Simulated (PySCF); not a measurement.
**Mayer bond orders and bond lengths**

Species: C5H9F3O.
Atom-mapped SMILES: `[CH3:1][CH2:2][C@@H:3]([O:4][CH2:5][F:6])[CH:7]([F:8])[F:9]` (hydrogens: H10, H11, H12 on C1; H13, H14 on C2; H15 on C3; H16, H17 on C5; H18 on C7)

Structure used (GFN2-xTB), in Å, numbered top down from 1:
```
atom  x, y, z in Å
C1     1.9018   -1.1143    0.0754
C2     1.3299    0.2624    0.3893
C3    -0.0973    0.4013   -0.1432
O4    -0.9553   -0.4429    0.6212
C5    -1.9690   -1.0574   -0.0651
F6    -1.4710   -2.0299   -0.9034
C7    -0.5896    1.8491    0.0016
F8     0.2254    2.7066   -0.6536
F9    -1.8166    1.9984   -0.5585
H10    2.8918   -1.2168    0.5109
H11    1.2593   -1.8889    0.4851
H12    1.9782   -1.2625   -0.9991
H13    1.3027    0.4150    1.4693
H14    1.9491    1.0400   -0.0597
H15   -0.1326    0.1239   -1.2043
H16   -2.5554   -0.3800   -0.7028
H17   -2.6009   -1.5624    0.6727
H18   -0.6593    2.1645    1.0526
```

Bond orders from the PBE0/pcSseg-1 density (PySCF). The structure is a single GFN2-xTB conformer in the gas phase; no vibrational or solvent corrections.

Where do the orders between heavy atoms depart from those drawn in the SMILES?

The largest departure is 0.162, at C3–O4 (drawn single, 0.838). Drawn single, order below 0.88: C3–O4 (0.838).

Give the Mayer order of every bond between heavy atoms, beside its length.

```
 bond  drawn as  length (Å)  Mayer order
C1–C2    single       1.523        1.065
C2–C3    single       1.530        1.001
C3–O4    single       1.426        0.838
O4–C5    single       1.370        1.020
C5–F6    single       1.377        0.897
C3–C7    single       1.536        0.984
C7–F8    single       1.352        0.958
C7–F9    single       1.357        0.945
```

Bonds between the same two heavy elements. C–C: lowest C3–C7 (0.984, 1.536 Å), highest C1–C2 (1.065, 1.523 Å). C–O: lowest C3–O4 (0.838, 1.426 Å), highest O4–C5 (1.020, 1.370 Å). C–F: lowest C5–F6 (0.897, 1.377 Å), highest C7–F8 (0.958, 1.352 Å).

And the bonds to hydrogen?

C–H: 0.92 to 0.97 (9 bonds).

Sum the orders of all bonds at each heavy atom with more than one neighbour and set the sums beside the valence in the SMILES.

C1 3.957 (drawn 4), C2 3.947 (drawn 4), C3 3.738 (drawn 4), O4 1.858 (drawn 2), C5 3.817 (drawn 4), C7 3.829 (drawn 4). Orders between atoms that aren't bonded are not in these sums.

Mayer orders depend on the basis set.

The run behind these numbers computed NMR shieldings as well. On one thread, Intel Xeon 6975P-C (x86_64), no GPU (shared host), this took 28 s and 0.87 GiB of memory at its peak.
